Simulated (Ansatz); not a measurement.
Stepwise reaction of `[NH2][AlH][NH2]` with methanol, as a gas-phase model of exchange steps in deposition or etching. ΔE in kJ/mol.

Computed with Ansatz on PBE0-D4/def2-TZVP structures; ΔE is electronic, products minus reactants. CCSD(T)/CBS adds triple-zeta CCSD(T) − MP2 to the extrapolated MP2 energy (def2 sets, frozen cores). This one scheme is used for every species. DFT in def2-TZVPP. B3LYP here is the variant with VWN-RPA as its local correlation; programs differ in this. One conformer a species, not always the lowest.

| step | reaction | PBE-D4 | B3LYP-D4 | ωB97M-V | CCSD(T)/CBS |
| --- | --- | --- | --- | --- | --- |
| 1 | `[NH2][AlH][NH2]` + CH₃OH → `C[O][AlH][NH2]` + NH₃ | -44.2 | -48.3 | -45.7 | -45.1 |

Task: Give the row of step 2, `C[O][AlH][NH2]` + CH₃OH → `C[O][AlH][O]C` + NH₃. (Best estimate.)

Result: Ansatz gave: 
```csv
step,reaction,PBE-D4,B3LYP-D4,ωB97M-V,CCSD(T)/CBS
2,`C[O][AlH][NH2]` + CH₃OH → `C[O][AlH][O]C` + NH₃,-42.6,-47.3,-43.7,-43.3
```

Task: By hand: ΔE of the 2 steps together at CCSD(T)/CBS.

Result: (-45.1) + (-43.3) = -88.4 kJ/mol, or -44.2 kJ/mol a step.

In ΔE the steps differ by no more than 1.8 kJ/mol. All are downhill at CCSD(T)/CBS. PBE-D4 differs from CCSD(T)/CBS by 0.7 to 0.9 kJ/mol a step. Isolated molecules leave out the surface, adducts and barriers. Largest T1 diagnostic: 0.012.
